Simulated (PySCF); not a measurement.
Geometry:
```csv
atom,x (Å),y (Å),z (Å)
F1,-2.348,1.537,-0.382
C2,-1.237,0.835,-0.194
C3,-0.048,1.388,0.107
C4,1.053,0.419,0.270
C5,0.788,-0.897,0.111
Si6,-1.028,-1.047,-0.294
H7,0.104,2.465,0.223
H8,2.052,0.796,0.516
H9,1.557,-1.664,0.218
H10,-1.852,-1.770,0.720
H11,-1.340,-1.586,-1.651
```

Geometry: PBE0-D3(BJ)/def2-SVP; GIAO shifts from PySCF, gas phase, non-relativistic, averaged over equivalent atoms.

At PBE0/def2-SVP (113 basis functions, 7.3 s wall time on 1 thread of an Arm Neoverse V2, shared host):
```json
{"atoms": "F1", "δ (ppm)": "-92.0"}
{"atoms": "C2", "δ (ppm)": "176.1"}
{"atoms": "C4", "δ (ppm)": "148.2"}
{"atoms": "C3", "δ (ppm)": "123.1"}
{"atoms": "C5", "δ (ppm)": "113.0"}
{"atoms": "Si6", "δ (ppm)": "-51.5"}
{"atoms": "H8", "δ (ppm)": "6.81"}
{"atoms": "H7", "δ (ppm)": "6.13"}
{"atoms": "H9", "δ (ppm)": "5.50"}
{"atoms": "H10/H11", "δ (ppm)": "4.52"}
```

Chemical shifts δ = σref − σ; 19F (σ = 214.64 ppm) against CFCl3; TMS for 13C (σ = 193.72 ppm), 29Si (σ = 407.17 ppm), 1H (σ = 31.34 ppm), all at this level.

Problem. Predict the values at PBE0/IGLO-III on the same geometry.

Solution. 
```
  atoms  δ at PBE0/IGLO-III  change
     F1              -122.8   -30.8
     C2               189.5   +13.4
     C4               159.6   +11.4
     C3               132.8    +9.7
     C5               122.1    +9.1
    Si6               -62.2   -10.7
     H8                7.20   +0.39
     H7                6.49   +0.36
     H9                5.73   +0.23
H10/H11                4.62   +0.10
```

Referencing at the same level of theory: 19F (σ = 174.63 ppm) against CFCl3; 13C (σ = 183.78 ppm) and 29Si (σ = 345.34 ppm) and 1H (σ = 31.37 ppm) vs TMS.

The largest change is at F1 (vinylic fluorine). Cost: 269 basis functions, 25 s wall time on 1 thread of an Arm Neoverse V2, shared host. The order of the carbon signals is the same at both levels.

Unscaled 19F shifts against computed CFCl3 carry errors that often reach 10 to 50 ppm.
